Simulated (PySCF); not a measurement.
C₄H₈OSi.

```xyz
14

C      2.5781     0.6107     0.5498
C      1.3036     0.1657    -0.0574
C      0.5102     0.4153    -1.1199
C     -0.4491    -0.6073    -0.5557
Si    -2.0736     0.0440     0.1854
O      0.5227    -0.8096     0.5447
H      2.4034     1.0251     1.5568
H      3.2745    -0.2372     0.6586
H      3.0509     1.3816    -0.0744
H      0.5244     1.0756    -1.9820
H     -0.5677    -1.5442    -1.1270
H     -1.7654     1.2334     1.0250
H     -2.7306    -1.0114     1.0095
H     -2.9983     0.4325    -0.9212
```

Geometry: B3LYP-D3(BJ)/def2-SVP. The structure was generated by enumeration; whether it is a known compound was not checked.

The numbers are results of PySCF with PBE/pcSseg-1, not measurements. Non-relativistic, no solvent.

Question: Give the absolute GIAO shielding of each atom: isotropic value and principal components (ppm). (An estimate is asked for; the answer gives what the named calculation found.)

Answer: 
```
atom  σ(iso)    σ11    σ22    σ33   span
----  ------  -----  -----  -----  -----
C1     162.4  149.6  151.6  185.9   36.3
C2      12.0  -67.0   28.7   74.3  141.3
C3      72.7   -4.2   82.5  139.7  143.9
C4      95.6   61.8   81.3  143.7   81.9
Si5    403.4  361.4  395.9  452.8   91.4
O6     115.4   29.5   77.6  239.0  209.4
H7      29.1   25.3   27.8   34.4    9.1
H8      29.1   25.3   27.2   34.8    9.5
H9      29.5   26.2   27.9   34.4    8.2
H10     25.6   24.4   25.9   26.4    2.1
H11     25.7   23.5   25.5   28.0    4.5
H12     27.6   24.7   26.8   31.4    6.7
H13     26.9   24.0   24.8   31.9    7.9
H14     27.2   24.3   25.2   32.1    7.8
```
